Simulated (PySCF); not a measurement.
Species: 4-(trifluoromethyl)pyridine, C₆H₄F₃N.
Bonds: F1–C2, C2–F3, C2–F4, C2–C5, C5–C6 (aromatic), C6–C7 (aromatic), C7–N8 (aromatic), N8–C9 (aromatic), C9–C10 (aromatic), C5–C10 (aromatic). Hydrogens: H11 on C6; H12 on C7; H13 on C9; H14 on C10.

Computed, not measured: PBE0-D3(BJ)/def2-SVP geometry optimisation, gas phase in PySCF 2.14.0.

**Question.** Give the optimised bond lengths and angles.

**Answer.** 
```json
{"bond": "F1–C2, C2–F3, C2–F4", "length (bohr)": "2.522", "order": "single"}
{"bond": "C2–C5", "length (bohr)": "2.847", "order": "single"}
{"bond": "C5–C6, C5–C10", "length (bohr)": "2.632", "order": "aromatic"}
{"bond": "C6–C7, C9–C10", "length (bohr)": "2.635", "order": "aromatic"}
{"bond": "C7–N8, N8–C9", "length (bohr)": "2.513", "order": "aromatic"}
{"bond": "C6–H11, C10–H14", "length (bohr)": "2.062", "order": "single"}
{"bond": "C7–H12, C9–H13", "length (bohr)": "2.071", "order": "single"}
```

Bonds in one row agree within 0.02 bohr and their mean is given. Orders are formal, as drawn. A selection of angles:
```json
{"angle": "F1–C2–F3", "degrees": "107.4"}
{"angle": "F1–C2–C5", "degrees": "111.1"}
{"angle": "C2–C5–C6", "degrees": "120.3"}
{"angle": "C2–C5–C10", "degrees": "120.7"}
{"angle": "C6–C5–C10", "degrees": "119.0"}
{"angle": "C5–C6–C7", "degrees": "118.0"}
{"angle": "C6–C7–N8", "degrees": "123.5"}
{"angle": "C7–N8–C9", "degrees": "118.0"}
```

Dihedral angles: F1–C2–C5–C6 84° (synclinal). The mirror-image conformer, all signs reversed, is as good.

Of the pairs four or more bonds apart, F3···H14 is among the closest relative to their van der Waals radii: 2.48 Å, 93 % of the sum of Bondi's values. The 6-membered ring C5–C6–C7–N8–C9–C10 has internal angles of 118.0° to 123.5°; it is planar, 0.00 Å rms from its mean plane, widest ring torsion 0°. The 5 C–C bonds span 1.392 Å (C5–C10, aromatic) to 1.507 Å (C2–C5, drawn single), a spread of 0.115 Å. All 3 C–F bonds measure 1.333 to 1.336 Å. N8 (pyridine-type nitrogen) is bent (angle 118.0°).

Point group: near Cs, missed by 0.20 Å at most; the miss may be what the optimiser left on a soft mode. PBE0-D3(BJ)/def2-SVP frequencies: not computed here.
